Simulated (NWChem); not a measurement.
Correlation energy of Ge

```
Ge
```
Charge 0, spin multiplicity 3.

The numbers come from NWChem runs, not from measurements.

Basis set: 6-31G*. Each correlation energy counts from its own Hartree-Fock reference.

The Hamiltonian is non-relativistic. The correlated methods keep 9 core orbitals frozen. The Pople sets run with spherical d functions. No SCF solution was tested for a lower state. Open-shell Hartree-Fock references start from PBE0 orbitals. No row is a measurement; the coupled-cluster row has its own basis-set and correlation limits.

### Question
One of these methods gave a correlation energy of -210.9 mHa. Which?
A) CCSD on UHF
B) SCS-UMP2
C) CCSD on ROHF
D) CCSD(T) on ROHF

### Answer
D, CCSD(T) on ROHF. The others give -204.4 (CCSD on UHF), -186.9 (SCS-UMP2), -207.6 (CCSD on ROHF).
